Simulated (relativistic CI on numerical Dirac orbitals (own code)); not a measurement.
**Sc³⁺ in a cubic cluster: 3p photoemission with charge transfer**

Computed with a charge-transfer multiplet model of a cubic metal-ligand cluster with up to 2 ligand holes, Slater and spin-orbit integrals from Dirac-Coulomb-Breit ions, Slater integrals scaled by 0.8. The ground state mixes d0 with configurations of k ligand holes L, whose averages lie at kΔ + k(k − 1)U_dd/2; a core hole lowers each added d electron by U_cd. 300 K, Lorentzian 0.9 eV and Gaussian 0.8 eV FWHM.

Atomic integrals in eV (Slater integrals scaled, ζ unscaled), ground: F2dd 4.710, F4dd 2.885, zeta_d 0.005; with the core hole: F2dd 4.710, F4dd 2.885, zeta_d 0.012, zeta_core 0.361, F2cd 7.734, G1cd 9.660, G3cd 5.869. Where a configuration has fewer than two d electrons, the dd integrals are those of d2.

Cluster parameters (eV): Δ = 6.8, U_dd = 5, U_cd = 6.1, 10Dq(ligand) = 0.1, V(eg) = 2.85, V(t2g) = -1.49, final-state hopping factor = 0.8.

```
          Case   n_d    d0   d1L  d2L2     S
10Dq = 0.75 eV  0.45  0.60  0.35  0.05  0.00
10Dq = 1.05 eV  0.44  0.60  0.35  0.05  0.00
10Dq = 1.65 eV  0.44  0.61  0.35  0.05  0.00
```

Weights, n_d and S are thermal averages at 300 K. Binding energies count from the first peak over 30 % of the highest in each spectrum, which can be another peak from case to case. The parameters are a model scan and need not match a compound or its usual spin state. Peaks in eV (height, largest 100):
- 10Dq = 0.75 eV: 0.0 (100), 3.1 (8), 5.6 (6), 9.5 (12)
- 10Dq = 1.05 eV: 0.0 (100), 3.0 (8), 5.8 (6), 9.5 (12)
- 10Dq = 1.65 eV: 0.0 (100), 2.8 (10), 6.1 (6), 9.6 (12)

A d0 ion has no d-d gap: its lowest excitations are ligand-to-metal charge transfer. With the core hole the average of the configuration with one ligand hole lies at Δ − U_cd = 0.7 eV before mixing: the effective hopping of about 5.3 eV (from the holes of the mixed ground state) is comparable with this gap or larger, so the configurations mix strongly.
